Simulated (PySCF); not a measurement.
In(All)(OH)2 (C3H7InO2), SMILES C=C[CH2][In]([OH])[OH].

Coordinates come from a B3LYP-D3(BJ)/def2-SVP optimisation. The def2 effective core potentials stand for the cores of In; spin–orbit coupling is left out. Other conformers were not sampled.

Calculation: PBE/def2-TZVP (PySCF).

Isolated molecule, no solvent.

### Question
Estimate the frontier levels, gap, dipole moment and polarisability. (Estimate from the structure and the level; the computed values follow.)

### Answer

```yaml
highest_occupied_level: -6.02 eV
lowest_empty_level: -2.30 eV
orbital_gap: 3.72 eV
dipole_moment: 2.37 D
quadrupole, principal values (traceless, Buckingham form, about the centre of nuclear charge): -5.06, -1.94, 7.01 D·Å
mean_static_polarisability: 87.2 bohr³ (12.92 Å³)
polarisability_principal_values: 62.5, 77.0, 122.0 bohr³
```
